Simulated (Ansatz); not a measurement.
A CCSD(T) single point on `C[O][Cu-][OH2+]`.

```yaml
crystal:
  periodic: [false, false, false]
  atoms:
    - {symbol: C, position_ang: [-0.359864, 1.928507, 0.146645]}
    - {symbol: O, position_ang: [-0.257895, 0.889974, -0.766883]}
    - {symbol: Cu, position_ang: [0.120007, -0.777252, -0.276647]}
    - {symbol: O, position_ang: [0.523809, -2.630359, 0.119660]}
    - {symbol: H, position_ang: [-0.602002, 2.860705, -0.387941]}
    - {symbol: H, position_ang: [-1.155232, 1.783729, 0.898159]}
    - {symbol: H, position_ang: [0.571742, 2.122084, 0.706111]}
    - {symbol: H, position_ang: [-0.176414, -3.237261, -0.143449]}
    - {symbol: H, position_ang: [1.335848, -2.940128, -0.295656]}
basis:
  gaussian: {orbitals: def2-TZVPP}
correlation: {method: ccsd_t, frozen_orbitals: {C: 1, Cu: 9, H: 0, O: 1}}
output: {orbitals: {seedname: orbitals}}
```

```sh
$ ansatz run in.yaml --threads 4 --pin off --events-out ev --progress --plain --max-ram 10444MiB
```

Output of Ansatz, abridged:

```
Functional definition: HF
1434 factors; integrals over basis functions are off by at most 9.1e-4 eV
mean field evaluation 1: about -49776.1627 eV, gradient 7.5e1 eV
mean field evaluation 2: about -49776.3687 eV, gradient 7.5e1 eV
mean field evaluation 4: about -49783.2114 eV, gradient 1.2e1 eV
mean field evaluation 8: about -49783.4759 eV, gradient 1.1e0 eV
mean field evaluation 16: about -49783.4843 eV, gradient 2.9e-5 eV
mean field -49783.48427051 eV, -1829.5093024836 hartree, gradient 1.4e-6 eV, S^2 0.000000; 0 other end points of the search recorded, 0 dependent functions left out
12 core orbitals not correlated: weight in the atoms' cores, before any rotation towards them, 1.000 or more for the frozen orbitals, at most 0.000 for the correlated occupied ones
reference -49783.48427051 eV, -1829.5093024836 hartree; 16, 16 occupied and 199, 199 virtual orbitals, 1434 factors
second order -32.97621190 eV of doubles, -0.00000000 eV of singles
cycle   1  -29.84671592 eV  change     3.1e0 eV  update   2.2e-1
cycle   2  -31.09393478 eV  change    -1.2e0 eV  update   1.5e-1
cycle   3  -31.41608601 eV  change   -3.2e-1 eV  update   4.6e-2
cycle   4  -31.45291524 eV  change   -3.7e-2 eV  update   2.5e-2
cycle   5  -31.40818760 eV  change    4.5e-2 eV  update   1.3e-2
cycle   6  -31.40268103 eV  change    5.5e-3 eV  update   6.1e-3
cycle   7  -31.40791431 eV  change   -5.2e-3 eV  update   3.1e-3
cycle   8  -31.40677056 eV  change    1.1e-3 eV  update   1.1e-3
cycle   9  -31.40651498 eV  change    2.6e-4 eV  update   6.5e-4
cycle  10  -31.40756341 eV  change   -1.0e-3 eV  update   2.9e-4
cycle  11  -31.40757523 eV  change   -1.2e-5 eV  update   1.6e-4
cycle  12  -31.40719112 eV  change    3.8e-4 eV  update   7.8e-5
cycle  13  -31.40731133 eV  change   -1.2e-4 eV  update   5.0e-5
cycle  14  -31.40723516 eV  change    7.6e-5 eV  update   2.5e-5
cycle  15  -31.40723415 eV  change    1.0e-6 eV  update   1.4e-5
perturbative correction -1.25813942 eV, -0.0462357708 hartree
Total energy: -49816.14964408 eV, -1830.7097328208 hartree
```

It took 110 s on 4 threads of an Arm Neoverse V2 on a shared host, with 3.9 GiB of host memory at the peak.

MP2 recovers 101.0 % of the CCSD(T) correlation energy and the triples give 3.9 %; T1 = 0.0249.
